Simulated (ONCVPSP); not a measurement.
Cutoff test, vanadium (V), ONCV

ONCVPSP 4.0.1 input, shortened (lines: element, Z, core and valence counts, functional; n l f; lmax; l rc ep ncon nbas qcut; lloc lpopt rc5 dvloc0; l nproj debl; icmod fcfact rcfact), PBE, fully relativistic:

```
  V 23.00    5    2        4      upf
    1    0    2.00
    2    0    2.00
    2    1    6.00
    3    0    2.00
    3    1    6.00
    3    2    3.50
    4    0    1.50
    2
    0    2.60    0.00    4    7    3.00
    1    2.60    0.16    4    8    2.80
    2    1.25    0.00    4    9   15.20
    4    5    1.00    4.00
    0    1    2.20
    1    2    2.10
    2    2    0.80
    0    0.00    0.00
```

Open shells are filled in proportion to 2j + 1.

In the p channel the program set the typed energies aside and used 0.050, 2.150 Ha (j = l + 1/2; the other j can differ).

Q: For each optimised wave give the share of its norm inside rc, the residual kinetic energy above qcut (Ha) and the cutoffs (Ha) for errors of 10, 1, 0.1 and 0.01 mHa per electron.

A:

```tsv
wave	norm inside rc	residual KE	10 mHa	1 mHa	0.1 mHa	0.01 mHa
4s	0.279	4.8e-05	1.8	3.1	4.2	7.7
p projector 1 j=3/2	0.241	6.1e-05	0.9	2.3	3.8	25.2
p projector 2 j=3/2	0.177	4.2e-02	5.9	23.5	39.7	51.7
p projector 1 j=1/2	0.245	5.9e-05	0.9	2.3	3.7	18.8
p projector 2 j=1/2	0.177	4.2e-02	5.7	18.8	39.0	50.6
3d j=5/2	0.474	1.0e-06	52.0	66.6	78.7	89.2
d projector 2 j=5/2	0.132	1.0e-09	47.3	63.3	76.7	87.7
3d j=3/2	0.477	9.1e-07	52.1	66.7	78.8	89.3
d projector 2 j=3/2	0.132	1.1e-09	47.4	63.4	76.7	87.8
```

The occupied waves need 67 Ha and 79 Ha for 1 and 0.1 mHa. Note: ghosts flagged at negative energy: s at -92.3 eV; GHOST(+) flagged for p3/2 at 60.3 eV, p1/2 at 61.3 eV. A true bound ghost makes a file unfit for plane-wave use. 2 of 4 tests not solved or not reliable.
